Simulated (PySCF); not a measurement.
## Relaxation of singlet [TlI2]+

Level of theory: PBE/[Tl def2-TZVP with ECP60, I def2-TZVP with ECP28], scalar-relativistic core potentials, density fitting, no spin–orbit coupling, PySCF. A (50,194) grid was used.

A start at the PBE0 minimum, of D∞h symmetry, held to at least that symmetry:

Coordinates in bohr (charge 1 multiplicity 1):
```
Tl    0.0000    0.0000    0.0000
I     0.0000    0.0000    4.8861
I     0.0000    0.0000   -4.8861
```

Optimiser trace:
```json
{"step": "0", "E − E(last) (kJ/mol)": "1.04", "largest gradient (Eh/bohr)": "0.00662"}
{"step": "1", "E − E(last) (kJ/mol)": "0.17", "largest gradient (Eh/bohr)": "0.00257"}
{"step": "2", "E − E(last) (kJ/mol)": "0.00", "largest gradient (Eh/bohr)": "0.00015"}
{"step": "3", "E − E(last) (kJ/mol)": "0.00", "largest gradient (Eh/bohr)": "0.00000"}
```

It ends at D∞h with Tl–I 2.617 Å (×2); I–Tl–I 180.0°. A frequency run shows a minimum.

Final geometry:
```xyz
3
charge 1 multiplicity 1, angstrom
Tl    0.0000    0.0000    0.0000
I     0.0000    0.0000    2.6172
I     0.0000    0.0000   -2.6172
```

With an element this heavy the missing spin–orbit coupling can shift these numbers.

The relaxation took 37 s on 4 threads of a shared Intel Xeon @ 2.50GHz (Skylake/Cascade Lake) host, with 150 basis functions and 4 gradients; the process peaked at 0.68 GiB.
